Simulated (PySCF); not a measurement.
C3H10FSi2 (doublet state).
Z-matrix (Å and degrees, GFN2-xTB geometry), rows numbered from 1:
```
C 
Si  1  1.8985
C   2  1.9135  1  108.95
C   3  1.5234  2  113.22  1   -62.36
F   4  1.3959  3  108.76  2   -53.77
Si  4  1.9173  3  112.41  2  -174.04
H   1  1.0855  2  110.56  3  -176.78
H   1  1.0865  2  111.70  3    63.71
H   1  1.0869  2  111.68  3   -57.06
H   2  1.4699  1  109.88  3   117.13
H   2  1.4630  1  110.92  3  -120.86
H   3  1.0910  2  109.15  1   176.08
H   3  1.0906  2  110.65  1    58.72
H   4  1.0969  3  109.73  2    60.43
H   6  1.4567  4  110.91  3    61.25
H   6  1.4596  4  109.91  3   -66.23
```

The hyperfine couplings belong to this conformer and change with its torsions.

The species is `C[SiH2]C[C@H](F)[SiH2]` [radical].

Level of theory: UKS B3LYP, pcH-1 on C F H Si, non-relativistic, mean-field spin-orbit, GIAO in PySCF. Isolated species at its GFN2-xTB geometry (one conformer only). A GFN2-xTB geometry isn't a minimum of the functional, and hyperfine couplings can be far from their values at a DFT geometry, by a factor of two or more for some ions and for spin on atoms past the first row. Stability of the SCF solution: not tested.

Question: Where do the isotropic ENDOR lines of F5, H15/H16, H10, H13 and H12 fall at 1206.5 mT, to first order?

Answer: For S = 1/2 in fast tumbling each set of equivalent nuclei gives two lines, ν± = |νn ± a/2| to first order, with νn = g_N μN B/h and μN/h = 7.62259 MHz/T.

```json
{"nuclei": "F5", "isotope": "19F", "g_N": "5.2577", "νn (MHz)": "48.35", "a_iso (MHz)": "7.81", "lower line (MHz)": "44.45", "upper line (MHz)": "52.26"}
{"nuclei": "H15/H16", "isotope": "1H", "g_N": "5.5857", "νn (MHz)": "51.37", "a_iso (MHz)": "32.00", "lower line (MHz)": "35.37", "upper line (MHz)": "67.37"}
{"nuclei": "H10", "isotope": "1H", "g_N": "5.5857", "νn (MHz)": "51.37", "a_iso (MHz)": "4.41", "lower line (MHz)": "49.17", "upper line (MHz)": "53.57"}
{"nuclei": "H13", "isotope": "1H", "g_N": "5.5857", "νn (MHz)": "51.37", "a_iso (MHz)": "3.69", "lower line (MHz)": "49.53", "upper line (MHz)": "53.21"}
{"nuclei": "H12", "isotope": "1H", "g_N": "5.5857", "νn (MHz)": "51.37", "a_iso (MHz)": "2.85", "lower line (MHz)": "49.95", "upper line (MHz)": "52.79"}
```

Question: Which pairs are centred on the nuclear Larmor frequency, and which on half the coupling?

Answer: Centred on νn, since |a| < 2νn: F5, H15/H16, H10, H13 and H12. No pair has |a| > 2νn.

Means are taken over nuclei equivalent by connectivity, which assumes that they swap fast. The 1H value of +32.0 MHz is a mean of couplings from 26.5 to 37.5 MHz in this one geometry, not an average over conformers.

On one thread, Arm Neoverse V1 (aarch64) (shared host), this took 69 s (grids of density and orbitals included) and 0.96 GiB of memory at its peak.
